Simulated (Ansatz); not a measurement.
Total energies of BiH2(CF3) (CH2BiF3) from Ansatz at PBE0-D4/def2-TZVP, gas phase (1 Eh = 27.2114 eV = 2625.5 kJ/mol). The reference geometry is relaxed at r2SCAN-D4/def2-SVP.

| state | geometry | energy (Eh) |
| --- | --- | --- |
| charge 0 singlet | reference | -553.27412 |
| charge 1 doublet | reference | -552.90035 |
| free Bi atom (quartet) | – | -214.61763 |
| free H atom (doublet) | – | -0.50104 |
| free C atom (triplet) | – | -37.80537 |
| free F atom (doublet) | – | -99.67617 |

In the def2 sets Bi takes a core potential; there is no spin–orbit coupling.

(1) Work out the vertical ionisation energy to the doublet.

(2) What is the binding energy per atom against free atoms?

(1) E(charge 1 doublet) − E(charge 0 singlet) = -552.90035 − (-553.27412) = 0.37377 Eh = 10.17 eV. For comparison, −ε of the highest occupied level is 8.05 eV at this level, 2.12 eV less.

(2) Atoms: 1 × (-214.61763) + 2 × (-0.50104) + 1 × (-37.80537) + 3 × (-99.67617) = -552.45359 Eh. Binding: -552.45359 − (-553.27412) = 0.82053 Eh = 22.33 eV, or 3.19 eV for each of 7 atoms (no zero-point energy, no counterpoise term).
